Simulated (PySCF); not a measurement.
Geometries of 2 isomers of H6N2Pb, from PySCF, PBE0-D3(BJ)/def2-SVP geometry optimisation, gas phase, def2 core potentials past Kr. One conformer each, no zero-point energy, no frequencies.

Question: Which is lower in electronic energy at this level?
A.
```xyz
9
angstrom
N     -1.747    0.000   -0.125
N     -0.621   -0.813   -0.259
Pb     1.325    0.066    0.184
H     -1.624    0.962   -0.452
H     -2.024    0.035    0.854
H     -0.612   -1.202   -1.200
H      2.612   -0.876   -0.573
H      1.287    1.745   -0.407
H      1.461    0.066    1.942
```
B.
```xyz
9
angstrom
N     -1.575    0.435   -0.400
Pb     0.097   -0.583    0.520
N      1.900    0.333   -0.212
H     -2.290   -0.257   -0.631
H     -2.010    1.058    0.284
H      0.116   -0.382    2.274
H      0.103   -2.247   -0.053
H      1.914    0.212   -1.227
H      1.824    1.342   -0.070
```

Answer: B. That is `[NH2][PbH2][NH2]`, 27.9 kcal/mol below the other.

```
          SMILES  atoms numbered as above      E (Eh)  relative (kcal/mol)  relative (kJ/mol)  dipole (D)
[NH2][PbH2][NH2]   [NH2:1][PbH2:2][NH2:3]  -305.68852                  0.0                0.0        1.68
     N[NH][PbH3]    [NH2:1][NH:2][PbH3:3]  -305.64404                 27.9              116.8        1.31
```

As drawn, the higher has an N–N linkage, which the lower lacks.
